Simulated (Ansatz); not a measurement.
Compare A (`CC1OB1O`) with its isomer B (`BOC(C)=O`).

Isolated molecules relaxed with PBE0-D4/def2-TZVP in Ansatz; ΔE leaves out vibrations. CBS: MP2 limit from def2 TZ/QZ plus the TZ coupled-cluster correction, frozen cores. Functionals use def2-TZVPP. B3LYP here is the variant with VWN-RPA as its local correlation; programs differ in this. One conformer a species, not always the lowest.

Q: Which isomer does CCSD(T)/CBS put lower? Give the gap. (Best estimate.)

A: Ansatz gave: A, by 44.0 kJ/mol.

Q: Give E(B) − E(A) in kJ/mol with r2SCAN-D4, PBE-D4, BLYP-D4, MP2/def2-TZVPP, B2PLYP, B3LYP-D4, LDA (SPW92). (Estimate.)

A: Computed: r2SCAN-D4 44.2, PBE-D4 48.9, BLYP-D4 30.4, MP2/def2-TZVPP 48.9, B2PLYP 35.9, B3LYP-D4 32.6, LDA (SPW92) 62.3. None reverses the order clearly.

Q: Does the order hold for the free energy at 298.15 K (harmonic terms from PBE0-D4)? (Estimate.)

A: Computed: Yes: G(B) − G(A) = +30.3 kJ/mol, for one conformer each.

Largest T1 diagnostic: 0.015.

In def2-TZVPP, CCSD(T) changes the Hartree–Fock value by +38.9 kJ/mol (the triples alone add +1.3 kJ/mol) and MP2 by +48.6 kJ/mol. Leaving LDA and LC-ωPBE aside and taking each functional with its dispersion term where it has one, the values, not all of them listed here, spread over 20.9 kJ/mol, from BHLYP-D4 to HSE06-D4. LDA lies +13.0 kJ/mol from PBE without D4.
